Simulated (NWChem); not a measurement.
**Correlation energy of CH3Li**

```
C
H 1 1.1088
H 1 1.1088 2 105.03
H 1 1.1088 2 105.03 3 110.50
Li 1 1.9721 2 113.61 4 124.75
```
Charge 0, spin multiplicity 1.

The numbers come from NWChem runs, not from measurements. Structure: optimised with PBE0/def2-SVP, a minimum by its harmonic frequencies.

Basis set: 3-21G. Each correlation energy counts from its own Hartree-Fock reference.

```csv
method,correlation energy (mHa),difference from CCSD(T)
CCSDT,-121.7,-0.3
CCSD(T),-121.4,0.0
MP2,-101.6,+19.8
CR-CCSD[T],-121.2,+0.2
CCSD,-118.7,+2.7
SCS-MP2,-106.0,+15.4
CR-CCSD(T),-121.0,+0.4
CCSD+T(CCSD),-121.7,-0.3
```

The values span 20.1 mHa, from CCSDT (lowest) to MP2 (highest). 

The correlated methods keep 1 core orbital frozen. The structure started from a generated list of species. Differences from the coupled-cluster row are differences between methods, not errors against experiment.
